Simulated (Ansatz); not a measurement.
Total energies of `CN(C)c1ccc(-c2ccc(-c3ccc(-c4ccc(C#N)nc4)nc3)nc2)nc1` from Ansatz at PBE0-D4/def2-TZVP, gas phase (1 Eh = 27.2114 eV = 2625.5 kJ/mol). The reference geometry is relaxed at PBE-D4/def2-SVP.

```tsv
state	geometry	energy (Eh)
charge 0 singlet	reference	-1214.83056
charge 1 doublet	reference	-1214.57247
charge -1 doublet	reference	-1214.88559
free C atom (triplet)	–	-37.80537
free N atom (quartet)	–	-54.54382
free H atom (doublet)	–	-0.50104
```

Single mean-field runs in def2-TZVP are fitted with def2-universal-jkfit.

(1) Work out the vertical ionisation energy to the doublet.

(2) Work out the vertical electron affinity, to the doublet.

(3) Give the fundamental gap IE − EA, the Mulliken electronegativity (IE + EA)/2 and the hardness (IE − EA)/2.

(4) What is the binding energy per atom against free atoms?

(1) E(charge 1 doublet) − E(charge 0 singlet) = -1214.57247 − (-1214.83056) = 0.25809 Eh = 7.02 eV. For comparison, −ε of the highest occupied level is 5.86 eV at this level, 1.16 eV less.

(2) E(charge 0 singlet) − E(charge -1 doublet) = -1214.83056 − (-1214.88559) = 0.05503 Eh = 1.50 eV. The basis lacks diffuse functions, which makes affinities too small.

(3) From the values in Eh: IE − EA = 0.25809 − 0.05503 = 0.20306 Eh = 5.53 eV; (IE + EA)/2 = 4.26 eV; (IE − EA)/2 = 2.76 eV. The HOMO–LUMO gap of the same run is 3.33 eV, 2.20 eV smaller than the fundamental gap.

(4) Atoms: 23 × (-37.80537) + 6 × (-54.54382) + 18 × (-0.50104) = -1205.80515 Eh. Binding: -1205.80515 − (-1214.83056) = 9.02541 Eh = 245.59 eV, or 5.23 eV for each of 47 atoms (no zero-point energy, no counterpoise term).
